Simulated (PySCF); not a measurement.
# Excitation energy of As²⁺ by level of theory

As²⁺ [Ar] 3d10 4s2 4p1 (2P) → As²⁺ [Ar] 3d10 4s2 5s1 (2S), as a difference of total energies. All numbers are calculated (PySCF 2.14, scalar relativity through the core potential, in aug-cc-pVTZ-PP with ECP10MDF (6s5p4d2f, 55 functions)). Correlated levels: valence: 3s2 3p6 3d10 frozen. The calculations carry no spin-orbit coupling.

```tsv
method	excitation energy (eV)
UHF	12.856
MP2 (valence)	12.820
SCS-MP2 (valence)	12.848
CCSD (valence)	12.823
CCSD(T) (valence)	12.812
CCSDT (valence)	12.809
```

Q: How much does correlation contribute at CCSD(T) (valence)?

A: 12.812 − (12.856) = -0.044 eV, measured against UHF.

The promoted electron is Rydberg-like, and one or two diffuse shells describe it only roughly, which tends to raise the upper state.

The coupled-cluster amplitudes are large for the upper state (T1 above 0.03 or a double amplitude above 0.15), so a single reference is strained.
